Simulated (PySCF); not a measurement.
Correlation energy of Pt (platinum, neutral)

[Xe] 4f14 5d8 6s2, high-spin 3F determinant (an excited configuration). All numbers are calculated (PySCF 2.14, the spin-free X2C one-electron Hamiltonian (Gaussian nucleus), in x2c-TZVPPall with one added diffuse shell each of s, p, d, f type (12s8p8d4f1g, 113 functions)). Frozen: [Xe] 4f14; 10 electrons correlated.

```tsv
level	correlation energy (mhartree)
CCSD	-280.61
(T)	-12.11
CCSD(T)	-292.72
```

Diagnostics: T1 = 0.018, D1 = 0.0632, largest double amplitude 0.044.

Problem. Is a single reference adequate?

Solution. Yes, within this model without spin-orbit coupling: T1 lies below 0.03 and no double amplitude reaches 0.07.
